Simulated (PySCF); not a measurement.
# Polarisability and C₆ of Sc²⁺ (scandium, charge +2)

[Ar] 3d1, 2D determinant. Calculation: PySCF 2.14, in aug-cc-pwCVTZ-DK (10s9p7d4f3g, 127 functions); the spin-free X2C one-electron Hamiltonian (Gaussian nucleus). Coupled (time-dependent) response in atomic units; α is the mean over directions.

```
method  mean α (bohr³)         α xx, yy, zz  C₆ (like pair)  S(−4)
  MN15           5.001  5.911, 5.911, 3.180           14.34  29.25
```

S(−4) is the Cauchy moment in α(ω) = α(0) + S(−4) ω² + …

α(iu) at MN15:

```csv
u (hartree),α(iu) (bohr³)
0,5.001
0.0500,4.930
0.100,4.744
0.200,4.239
0.300,3.776
0.500,3.101
0.750,2.513
1.00,2.067
1.50,1.434
2.00,1.031
3.00,0.5939
5.00,0.2702
```

A single London oscillator, α(iu) = α/(1 + u²/ω²), gives C₆ = (3/4) ω α². Matching the computed C₆ needs ω = 4 × 14.34 / (3 × 5.001²) = 0.764 hartree.

For an ion, C₆ is the dispersion term alone; charge-induced terms of lower order in 1/R come first.

The components differ because the open shell of this determinant is not spherical; for a pure term their mean is the scalar polarisability.
